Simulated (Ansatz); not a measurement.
Steps of a relaxation of `C=C(F)[NH][AlH2]` with RKS PBE-D4/def2-SVP.

```sh
$ ansatz run in.yaml --threads 4 --pin off --events-out ev --progress --plain --max-ram 10444MiB
```

```yaml
crystal:
  periodic: [false, false, false]
  atoms:
    - {symbol: C, position_ang: [-1.567400, 0.953000, 0.730800]}
    - {symbol: C, position_ang: [-0.419700, 0.432200, 0.609400]}
    - {symbol: F, position_ang: [0.416700, 0.516400, 1.639500]}
    - {symbol: N, position_ang: [0.036100, -0.236500, -0.593800]}
    - {symbol: Al, position_ang: [1.680700, -1.081800, -0.814600]}
    - {symbol: H, position_ang: [-2.328300, 0.967300, -0.096300]}
    - {symbol: H, position_ang: [-1.868400, 1.514500, 1.633300]}
    - {symbol: H, position_ang: [-0.659100, -0.296400, -1.404400]}
    - {symbol: H, position_ang: [2.048500, -1.805100, -2.117600]}
    - {symbol: H, position_ang: [2.744000, -1.014700, 0.416800]}
basis:
  gaussian: {orbitals: def2-SVP}
hamiltonian: {xc: pbe, dispersion: d4}
relax: {f_tol: 0.03, max_steps: 200}
```

Positions (Å) and forces (eV/Å) along the path, 6 of 6 steps:

```xyz
10
step=1 energy=-12940.9665 eV
C    -1.567    0.953    0.731   -6.320    2.909    0.102
C    -0.420    0.432    0.609    3.668   -2.582   -2.807
F     0.417    0.516    1.639    1.192   -0.560   -0.146
N     0.036   -0.236   -0.594    0.529   -0.220    0.468
Al    1.681   -1.082   -0.815   -0.310    0.786    1.405
H    -2.328    0.967   -0.096    0.644   -0.157    0.522
H    -1.868    1.514    1.633    0.184   -0.238   -0.065
H    -0.659   -0.296   -1.404    0.798    0.390    1.655
H     2.049   -1.805   -2.118   -0.061   -0.333   -0.839
H     2.744   -1.015    0.417   -0.324    0.005   -0.296
10
step=2 energy=-12941.5063 eV
C    -1.604    0.999    0.702   -1.490    0.657    0.203
C    -0.405    0.440    0.559    0.500   -0.963   -1.348
F     0.472    0.477    1.569    0.414   -0.107    0.048
N     0.081   -0.257   -0.573    0.072    0.293    0.642
Al    1.715   -1.078   -0.762   -0.195    0.242    0.292
H    -2.372    0.975   -0.092    0.302   -0.070    0.045
H    -1.904    1.484    1.646    0.234   -0.072   -0.100
H    -0.607   -0.291   -1.345    0.225    0.091    0.420
H     1.963   -1.790   -2.157   -0.053   -0.032   -0.113
H     2.743   -1.009    0.454   -0.012   -0.039   -0.090
10
step=3 energy=-12941.5581 eV
C    -1.636    0.979    0.697   -0.085    0.155    0.235
C    -0.433    0.378    0.557   -0.037    0.428   -0.349
F     0.480    0.444    1.544    0.030   -0.067    0.292
N     0.089   -0.268   -0.545    0.012   -0.144    0.158
Al    1.728   -1.048   -0.730   -0.046   -0.072   -0.090
H    -2.372    0.988   -0.117    0.039   -0.109   -0.038
H    -1.879    1.531    1.618    0.091   -0.172   -0.081
H    -0.587   -0.290   -1.310   -0.046   -0.069   -0.173
H     1.904   -1.750   -2.156    0.008    0.053    0.049
H     2.791   -1.014    0.446    0.033   -0.002   -0.002
10
step=4 energy=-12941.5747 eV
C    -1.638    1.002    0.690    0.036   -0.017   -0.011
C    -0.430    0.415    0.549    0.057    0.020    0.097
F     0.458    0.462    1.572   -0.026   -0.024   -0.085
N     0.092   -0.270   -0.530   -0.063    0.032    0.011
Al    1.722   -1.057   -0.730    0.069   -0.025    0.013
H    -2.363    0.971   -0.132   -0.051    0.032    0.023
H    -1.885    1.511    1.630   -0.026   -0.011   -0.043
H    -0.575   -0.311   -1.308    0.022   -0.007    0.005
H     1.893   -1.737   -2.161   -0.016   -0.001   -0.018
H     2.809   -1.037    0.425    0.000    0.003    0.007
10
step=5 energy=-12941.5755 eV
C    -1.639    1.001    0.687   -0.003    0.015    0.029
C    -0.430    0.417    0.551    0.042   -0.041   -0.061
F     0.459    0.463    1.569   -0.004    0.012    0.030
N     0.095   -0.268   -0.527   -0.034    0.017   -0.002
Al    1.727   -1.059   -0.727   -0.007    0.001   -0.008
H    -2.371    0.975   -0.130   -0.002   -0.001    0.003
H    -1.891    1.508    1.626   -0.010    0.003   -0.006
H    -0.568   -0.311   -1.308    0.021   -0.006    0.011
H     1.881   -1.735   -2.162    0.001   -0.001   -0.001
H     2.819   -1.042    0.425   -0.003    0.003    0.005
10
step=6 energy=-12941.5756 eV
C    -1.638    1.001    0.688   -0.001   -0.003   -0.004
C    -0.429    0.417    0.549   -0.019    0.013    0.010
F     0.459    0.463    1.570    0.005   -0.002   -0.008
N     0.095   -0.267   -0.528    0.025   -0.008    0.011
Al    1.727   -1.059   -0.728    0.000    0.000    0.002
H    -2.372    0.974   -0.127    0.006    0.000    0.001
H    -1.891    1.510    1.626    0.003   -0.004   -0.001
H    -0.566   -0.312   -1.309   -0.015    0.002   -0.012
H     1.883   -1.736   -2.163   -0.001    0.001    0.001
H     2.816   -1.042    0.426   -0.003    0.001   -0.001
```

It took 6 s on 4 threads of an Arm Neoverse V2 on a shared host, with 0.16 GiB of host memory at the peak.
